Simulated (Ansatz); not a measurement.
Cost and result for the atomization energy of GeH6O2Si (`O[SiH](O)[GeH3]`) (10 atoms, 9 bonds).

```xyz
10

O    -0.918   -1.442    0.928
Si   -0.433   -0.492   -0.329
O     0.623   -1.329   -1.262
Ge    0.773    1.415    0.415
H    -1.848   -1.425    1.158
H    -1.659   -0.114   -1.096
H     0.347   -2.188   -1.588
H     1.225    2.286   -0.769
H    -0.125    2.281    1.319
H     2.014    1.008    1.225
```

The species carries charge 0 and has multiplicity 1. Correlated methods include outer-core shells of Ge, which these sets cover unevenly. Scalar relativity is left out up to krypton. All single points use the PBE0-D4/def2-TZVP geometry. It is one conformer, not always the lowest. Program: Ansatz. Hardware: A = 2 threads of an AMD EPYC 7R13 on a shared host; B = 2 threads of an AMD EPYC 7R13 on a shared host and a share of an NVIDIA H100 80 GB. Times are those of one run each, without the atoms' runs, and a repeat can differ threefold. Electronic energies, without spin–orbit coupling; frozen cores. CCSD(T)/CBS adds CCSD(T) − MP2 in def2-TZVPP to the MP2 limit, and its time is that of the two runs behind it. T1 = 0.012. With those shells the extrapolation isn't a true limit. B3LYP takes the VWN-RPA correlation (the form of Gaussian; ORCA's B3LYP/G).

CCSD(T)/CBS is a level of theory with its own doubt, some kJ/mol a heavy atom from the limit and from the frozen cores, so smaller differences don't rank the functionals.

| level | functions | atomization (kcal/mol) | difference from CCSD(T)/CBS | per bond |
| --- | --- | --- | --- | --- |
| ωB97M-V/def2-TZVPP (with forces) [A] | 236 | 788.0 | -7.4 | -0.8 |
| CCSD(T)/CBS(def2) | – | 795.4 | 0.0 | 0.0 |
| PBE0-D4/def2-TZVPP [A] | 236 | 775.9 | -19.5 | -2.2 |
| MP2/def2-QZVPP [B] | 453 | 794.5 | -0.9 | -0.1 |
| ωB97X-V/def2-TZVPP [A] | 236 | 793.0 | -2.4 | -0.3 |
| PBE-D4/def2-TZVPP (with forces) [A] | 236 | 788.3 | -7.1 | -0.8 |
| B3LYP-D4/def2-TZVPP (with forces) [A] | 236 | 783.9 | -11.5 | -1.3 |
| B2PLYP/def2-TZVPP [A] | 236 | 778.0 | -17.4 | -1.9 |
| r2SCAN-D4/def2-TZVPP (with forces) [A] | 236 | 789.6 | -5.8 | -0.6 |
| CCSD(T)/def2-TZVPP [B] | 236 | 773.5 | -21.9 | -2.4 |

Problem. Order the runs by time, with rough figures. (An estimate is asked.)

Solution. Computed: PBE-D4/def2-TZVPP (with forces) [A] 3.9 s; CCSD(T)/def2-TZVPP [B] 4 s; MP2/def2-QZVPP [B] 4 s; PBE0-D4/def2-TZVPP [A] 5.5 s; r2SCAN-D4/def2-TZVPP (with forces) [A] 7 s; CCSD(T)/CBS(def2) 8.1 s; B3LYP-D4/def2-TZVPP (with forces) [A] 8.5 s; B2PLYP/def2-TZVPP [A] 10 s; ωB97X-V/def2-TZVPP [A] 12 s; ωB97M-V/def2-TZVPP (with forces) [A] 17 s.

In def2-TZVPP, CCSD(T) changes the Hartree–Fock value by +209.8 kcal/mol (the triples alone add +10.3 kcal/mol) and MP2 by +217.7 kcal/mol; breaking electron pairs costs correlation energy, which Hartree–Fock lacks. From PBE to PBE0 (25 % exact exchange), in def2-TZVPP and without D4, the atomization energy moves by −11.7 kcal/mol: exact exchange takes away binding that semilocal exchange gives to molecules. The D4 term adds +7.5 kcal/mol with B3LYP and +3.9 kcal/mol with PBE0; it sums over pairs of atoms, weighted by their polarisabilities, and B3LYP, whose exchange is more repulsive, gets the larger term.
